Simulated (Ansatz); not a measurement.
Consider the ligand exchange at the Si–C bond: `C[Si](C)(N)O` + HBr → `C[Si](N)(O)Br` + CH₄.

Isolated molecules relaxed with PBE0-D4/def2-TZVP in Ansatz; ΔE leaves out vibrations. CBS: MP2 limit from def2 TZ/QZ plus the TZ coupled-cluster correction, frozen cores. This one scheme is used for every species. Functionals use def2-TZVPP. B3LYP here is the variant with VWN-RPA as its local correlation; programs differ in this. For Br outer-core shells are correlated without core-valence functions, which leaves a few kJ/mol of doubt a bond. Scalar relativity is left out up to krypton. One conformer a species, not always the lowest.

Task: Is it downhill or uphill in electronic energy at CCSD(T)/CBS, and by how much? (Estimate.)

Result: Ansatz gave: Downhill: ΔE = -1.22 eV.

Task: What do these levels give: PBE-D4, r2SCAN-D4, ωB97X-V, ωB97M-V, PBE, r2SCAN, B3LYP, SCS-MP2/def2-TZVPP, CCSD(T)/def2-TZVPP, HF/def2-QZVPP, MP2/def2-QZVPP, CCSD/CBS(def2)? (Estimate.)

Result: Computed: PBE-D4 -1.21, r2SCAN-D4 -1.26, ωB97X-V -1.21, ωB97M-V -1.21, PBE -1.21, r2SCAN -1.26, B3LYP -1.21, SCS-MP2/def2-TZVPP -1.22, CCSD(T)/def2-TZVPP -1.17, HF/def2-QZVPP -1.29, MP2/def2-QZVPP -1.27, CCSD/CBS(def2) -1.22 eV.

Largest T1 diagnostic among the species: 0.010.

In def2-TZVPP, CCSD(T) changes the Hartree–Fock value by +0.13 eV (the triples alone add −0.00 eV) and MP2 by +0.05 eV.
